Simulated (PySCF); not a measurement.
# Sc(11+) (scandium, charge +11): Hartree-Fock from Schrödinger to Dirac-Coulomb-Breit

Occupied: 1s1/2, 2s1/2, 2p1/2, 2p3/2. Hartree-Fock calculated with PySCF 2.14 in an uncontracted even-tempered set (20 s from 0.53 bohr⁻², ratio 2.3; 14 p from 0.63 bohr⁻², ratio 2.3), Gaussian nucleus throughout. NR is non-relativistic, sf-X2C the spin-free one-electron X2C Hamiltonian, X2C adds the bare one-electron spin-orbit term, X2C-SNSO screens it by Boettger's factors, DC is four-component Dirac-Coulomb, and the Gaunt and Breit terms are added at first order (total energies over the DC spinors, levels after relaxing the spinors in that mean field). QED terms are absent. Levels marked empty are virtual spinors of this ion.

| Hamiltonian | E (hartree) | E − E(DC) (hartree) | CPU seconds |
| --- | --- | --- | --- |
| NR | -713.5942 | 3.5353 | 0.4 |
| sf-X2C | -717.0432 | 0.0863 | 0.2 |
| X2C | -717.0488 | 0.0807 | 0.26 |
| X2C-SNSO | -717.0478 | 0.0817 | 0.26 |
| DC | -717.1295 | 0.0000 | 13 |
| DC+Gaunt | -716.8956 | 0.2339 | 24 |
| DC+Breit | -716.9139 | 0.2157 | 83 |

```tsv
level (eV)	NR	sf-X2C	X2C	X2C-SNSO	DC	DC+Gaunt	DC+Breit
1s1/2	-4793.8	-4819.8	-4819.8	-4819.8	-4821.4	-4817.5	-4817.7
2s1/2	-778.38	-784.00	-784.00	-784.00	-784.14	-783.88	-783.88
2p1/2	-688.34	-689.40	-693.09	-692.73	-692.75	-692.27	-692.32
2p3/2	-688.34	-689.40	-687.59	-687.76	-687.85	-687.52	-687.58
3s1/2 (empty)	-248.04	-249.25	-249.25	-249.25	-249.28	-249.22	-249.23
3p1/2 (empty)	-224.56	-224.92	-225.55	-225.49	-225.49	-225.41	-225.42
3p3/2 (empty)	-224.56	-224.92	-224.60	-224.63	-224.65	-224.59	-224.60
```

```tsv
interval (eV)	X2C	X2C-SNSO	DC	DC+Gaunt	DC+Breit
2p3/2 − 2p1/2	5.496	4.969	4.906	4.747	4.748
3p3/2 − 3p1/2	0.9505	0.8594	0.8495	0.8199	0.8199
```

Weight of the small component: 1s1/2 0.00565, 2s1/2 0.00100, 2p1/2 0.000969, 2p3/2 0.000961, 3s1/2 0.000274, 3p1/2 0.000259, 3p3/2 0.000258.

Koopmans' value for the highest occupied level at DC+Breit: 687.58 eV, against an ionisation energy of 687.36 ± 0.12 eV (measured; NIST Atomic Spectra Database, ionization energies); the former lacks relaxation, correlation, QED and recoil.

The whole ladder took 130 s of wall time on 1 thread of Intel(R) Xeon(R) Platinum 8375C CPU @ 2.90GHz (shared host), launched as `OMP_NUM_THREADS=1 python relrun2.py TASK.json OUT` (a driver that calls PySCF for each Hamiltonian).

Dirac-Coulomb iterations, started from the X2C spinors:

```
with_ssss True, with_gaunt False, with_breit False
light speed = 137.03599967994
init E= -716.87398900477
cycle= 1 E= -717.129533702255  delta_E= -0.256  |g|= 0.084  |ddm|= 0.00937
cycle= 2 E= -717.129540839946  delta_E= -7.14e-06  |g|= 0.00195  |ddm|= 0.00094
cycle= 3 E= -717.129540915082  delta_E= -7.51e-08  |g|= 0.000226  |ddm|= 0.000131
cycle= 4 E= -717.129540916135  delta_E= -1.05e-09  |g|= 1.29e-06  |ddm|= 1.3e-05
```
